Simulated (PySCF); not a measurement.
**Cobalt: a sound run and one with changed settings**

Sound run: Co⁺ [Ar] 3d8, Co²⁺ [Ar] 3d7. Computed with PySCF 2.14 in 6-31G*, with no relativity, point nucleus. In the sound run the correlated levels freeze [Ar]. The sound run starts from symmetry-adapted Hartree-Fock orbitals and uses a fine grid where one is needed.

A second run was set up differently.

```csv
species,method,sound run (hartree),changed run (hartree),converged
Co⁺,MP2,-1381.01559,-1381.09983,yes
Co²⁺,MP2,-1380.48842,-1380.56579,yes
```

Ionisation energy of Co⁺:

| method | sound run (eV) | changed run (eV) |
| --- | --- | --- |
| UHF | 12.681 | 12.681 |
| MP2 | 14.345 | 14.532 |
| SCS-MP2 | 14.247 | 14.418 |

**Question.** What was changed?
A. too few SCF iterations
B. minimal basis
C. all electrons correlated in a valence basis
D. level shift left on

**Answer.** C. A valence basis has no tight correlating functions, so it recovers only part of the core correlation, and not evenly between atom and ion.
